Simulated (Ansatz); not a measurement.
H9FGeSi3, singlet, at a GFN2-xTB geometry; CAM-B3LYP/def2-SVPD (Ansatz, a quantum-chemistry and plane-wave program).

Ansatz was given this input:
Ansatz 0.2 input:
```yaml
crystal:
  periodic: [false, false, false]
  atoms:
    - {symbol: F, position_ang: [0.53290469, 0.08410897, -1.80219214]}
    - {symbol: Ge, position_ang: [0.00611192, -0.00069626, -0.03652923]}
    - {symbol: Si, position_ang: [1.56429076, -1.63779925, 0.74048913]}
    - {symbol: Si, position_ang: [0.42196046, 2.26881065, 0.58654155]}
    - {symbol: Si, position_ang: [-2.26477470, -0.67241889, -0.36055182]}
    - {symbol: H, position_ang: [1.44057829, -2.91042238, 0.02734152]}
    - {symbol: H, position_ang: [1.29566313, -1.89199913, 2.16012681]}
    - {symbol: H, position_ang: [2.94810737, -1.17213731, 0.62626119]}
    - {symbol: H, position_ang: [-0.35747754, 3.21890519, -0.20949537]}
    - {symbol: H, position_ang: [0.03501749, 2.43950490, 1.99144518]}
    - {symbol: H, position_ang: [1.83971662, 2.61770184, 0.47076693]}
    - {symbol: H, position_ang: [-3.03348594, 0.32692365, -1.10579656]}
    - {symbol: H, position_ang: [-2.36771646, -1.95539170, -1.05892256]}
    - {symbol: H, position_ang: [-2.89279818, -0.82808071, 0.95623318]}
basis:
  gaussian:
    orbitals: def2-SVPD
hamiltonian:
  xc: cam_b3lyp
```

What the program printed (banner, timings and long lists left out):

```
Functional definition: CAM-B3LYP
1906 factors; their error is unknown
826 factors; integrals over basis functions are off by at most 3.9e-6 eV
mean field evaluation 1: about -82998.8851 eV, gradient 4.0e1 eV
mean field evaluation 2: about -82994.6737 eV, gradient 6.8e1 eV
mean field evaluation 4: about -83001.6676 eV, gradient 2.5e0 eV
mean field evaluation 8: about -83001.6726 eV, gradient 6.9e-2 eV
mean field evaluation 16: about -83001.9595 eV, gradient 3.0e-5 eV
mean field -83001.95947037 eV, -3050.2657497874 hartree, gradient 3.0e-5 eV, S^2 0.000000; 0 other end points of the search recorded, 0 dependent functions left out
reference -83001.95965469 eV, -3050.2657565611 hartree; 46, 46 occupied and 159, 159 virtual orbitals, 1906 factors
Total energy: -83001.95965469 eV, -3050.2657565611 hartree
```
